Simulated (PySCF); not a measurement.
C3H8BN. Atoms are numbered in the order given.

```xyz
13

B      0.2175     0.2207     0.3658
C      1.3625    -0.0941     1.4136
H      1.3601    -1.1642     1.6862
H      1.3027     0.4952     2.3433
H      2.3507     0.0966     0.9570
C      0.1513    -0.5731    -0.9933
C     -0.9772    -0.8637    -1.6589
H      1.0885    -0.9709    -1.4083
H     -0.9870    -1.4520    -2.5834
H     -1.9595    -0.5381    -1.2943
N     -0.7456     1.2032     0.6330
H     -0.7814     1.7225     1.5021
H     -1.4626     1.4703    -0.0315
```

Geometry: B3LYP-D3(BJ)/def2-SVP. This is a generated structure with no PubChem entry under its InChIKey; it may be hypothetical. The values are those of a single conformer.

The numbers are results of PBE/pcSseg-1 (PySCF), not measurements.

GIAO shieldings, no solvent; atoms listed in one row are averaged. δ = σ(ref) − σ: ¹¹B against BF3 (σ = 83.9 ppm); ¹³C against TMS (σ = 182.0 ppm); ¹H against TMS (σ = 31.49 ppm); ¹⁵N against NH3 (σ = 267.0 ppm), references at their B3LYP-D3(BJ)/def2-TZVP geometries, non-relativistic.

Task: Estimate the chemical shifts. (The exact figures need the calculation; the answer reports its results.)

Result: 
| nucleus | atoms | count | δ (ppm) |
|---|---|---|---|
| ¹¹B | B1 | 1 | 27.2 |
| ¹³C | C6 | 1 | 152.0 |
| ¹³C | C7 | 1 | 133.7 |
| ¹³C | C2 | 1 | 8.0 |
| ¹H | H8 | 1 | 6.79 |
| ¹H | H9, H10 | 2 | 6.13 |
| ¹H | H13 | 1 | 4.17 |
| ¹H | H12 | 1 | 3.84 |
| ¹H | H3, H4, H5 | 3 | 0.71 |
| ¹⁵N | N11 | 1 | 110.3 |
